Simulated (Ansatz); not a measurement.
Geometry optimisation, Ansatz, RKS PBE-D4/def2-SVP.

Input:

```yaml
crystal:
  periodic: [false, false, false]
  atoms:
    - { symbol: Al, position_ang: [0.025203, 0.548192, -0.285708] }
    - { symbol: H, position_ang: [-0.083308, -0.105203, 2.39502] }
    - { symbol: O, position_ang: [1.515697, -0.268732, -0.525425] }
    - { symbol: H, position_ang: [1.616344, -1.069146, -1.060538] }
    - { symbol: O, position_ang: [-1.533109, -0.001013, -0.750827] }
    - { symbol: H, position_ang: [-1.724839, -0.878587, -1.111502] }
    - { symbol: "N", position_ang: [0.108278, 2.205305, 0.563826] }
    - { symbol: H, position_ang: [0.982942, 2.710534, 0.715993] }
    - { symbol: H, position_ang: [-0.692613, 2.837428, 0.611342] }
    - { symbol: H, position_ang: [-0.029795, 0.567521, 2.124218] }
basis:
  gaussian: { orbitals: def2-SVP }
hamiltonian:
  xc: pbe
  dispersion: d4
relax:
  f_tol: 0.03
  max_steps: 50
output:
  orbitals: {}
```

Command:

```bash
$ ansatz run input.yaml --threads 2 --pin off --max-ram 3072MiB --backend cpu --events-out ev --progress --plain --runs-dir out
```

**Question.** Where does it end, and by what steps?

**Answer.** It converged. After 6 steps the energy has fallen by 0.150 eV; H2 moved furthest, 0.18 Å.

| step | energy less start (eV) | largest force component (eV/Å) | accepted |
| --- | --- | --- | --- |
| 0 | 0.0000 | 1.876 | yes |
| 1 | -0.1255 | 0.802 | yes |
| 2 | -0.1426 | 0.321 | yes |
| 3 | -0.1418 | 0.308 | no |
| 4 | -0.1474 | 0.093 | yes |
| 5 | -0.1495 | 0.086 | yes |
| 6 | -0.1501 | 0.013 | yes |

```xyz
10
Properties=species:S:1:pos:R:3
Al 0.034 0.612 -0.292
H -0.117 -0.269 2.465
O 1.527 -0.196 -0.567
H 1.612 -1.060 -0.994
O -1.529 0.030 -0.706
H -1.707 -0.846 -1.076
N 0.123 2.243 0.404
H 0.991 2.725 0.639
H -0.685 2.841 0.579
H -0.064 0.466 2.224
```

Whether the end is a true minimum wasn't checked by a vibrational analysis.

The run took 12 s on 2 threads of Arm Neoverse V1 (shared host), peak memory 0.12 GiB.
